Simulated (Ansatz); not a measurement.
# InHCl (SMILES [Cl][InH]): the vertical energy of the quartet above the doublet, rung by rung

InHCl has 3 atoms, charge 0, and is taken as a doublet. As SMILES, `[Cl][InH]`. The shape is that of a PBE0-D4/def2-TZVP optimisation.

```xyz
3

Cl   -1.6498    0.3968   -0.8674
In    0.4095    0.5424    0.2861
H     1.2294   -1.0039    0.5681
```

Quantity: the vertical energy of the quartet above the doublet, in eV. The values are calculated.

```tsv
level	kind	program	value (eV)	less CCSD(T)/STO-3G	CPU time (all runs)
USVWN5/STO-3G	LDA	Ansatz	4.35	-1.15	5.6 s
U-revPBE/STO-3G	GGA	Ansatz	4.34	-1.16	9.1 s
U-r2SCAN/STO-3G	meta-GGA	Ansatz	4.49	-1.01	28 s
UPBE0/STO-3G	global hybrid	Ansatz	4.85	-0.65	7.2 s
U-wB97X/STO-3G	range-separated hybrid	Ansatz	5.21	-0.29	36 s
UCAM-B3LYP/STO-3G	range-separated hybrid	Ansatz	4.99	-0.51	9.7 s
RPA@PBE/STO-3G	RPA	Ansatz	4.55	-0.95	15 s
UMP2/STO-3G	perturbation theory	Ansatz	5.60	+0.10	3.1 s
UCCSD(T)/STO-3G	coupled cluster or CI	Ansatz	5.50	0.00	3.9 s
UCCSDT(Q)/STO-3G	coupled cluster or CI	Ansatz	5.50	0.00	9.7 s
```

Differences are taken from UCCSD(T)/STO-3G for orientation; it has basis-set and higher-order errors of its own. All-electron rows without a relativistic Hamiltonian named are non-relativistic. Spin-orbit coupling, which can split open shells on such heavy atoms by tenths of an eV, is left out. The values span 4.34 to 5.60 eV. All rows use very small basis sets, so even the best lies far from the true value. In the correlated wave-function rows the outer d shell of In is correlated, in sets not made for it. Times are those of the runs behind each value, whatever else they computed, on shared processors of several kinds: orders of magnitude only.
